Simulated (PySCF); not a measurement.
Molecule: `CCc1ccccn1`, C$_{7}$H$_{9}$N.

Geometry (Å), atoms numbered from 1 in this order:
```xyz
17

C    -2.555   -0.667    0.459
C    -1.662   -0.191   -0.680
C    -0.225   -0.044   -0.258
C     0.437    1.189   -0.307
C     1.764    1.263    0.107
C     2.391    0.105    0.559
C     1.647   -1.075    0.573
N     0.382   -1.152    0.180
H    -3.589   -0.823    0.117
H    -2.172   -1.616    0.862
H    -2.575    0.065    1.282
H    -1.697   -0.926   -1.501
H    -2.026    0.764   -1.089
H    -0.087    2.077   -0.667
H     2.302    2.214    0.078
H     3.430    0.111    0.894
H     2.105   -2.009    0.922
```

Geometry PBE0-D3(BJ)/def2-SVP throughout; GIAO in PySCF 2.14.0 with density-fitted response routines, gas phase, one conformer, non-relativistic; equivalent atoms averaged; functional PBE0.

For orientation, pcSseg-1 gives these shifts δ (against TMS at the same level): C5 141.6, C4 127.1, C6 125.6, C1 17.0, H17 8.73, H16 7.04, H14 7.08, H12/H13 2.62, H9/H10/H11 1.40 ppm.

A run gave: C5 139.7, C4 125.0, C6 123.4, C1 15.8, H17 8.87, H16 7.18, H14 7.23, H12/H13 2.70, H9/H10/H11 1.33 ppm (shifts δ (against TMS at the same level)).

Problem. Which basis set was used in that run?
A. 6-31G
B. aug-cc-pVDZ
C. cc-pVDZ
D. 6-311+G(2d,p)

Solution. D. C5 tells them apart best: 6-311+G(2d,p) gives 139.7, cc-pVDZ gives 134.9, 6-31G gives 130.5, aug-cc-pVDZ gives 134.1 ppm.
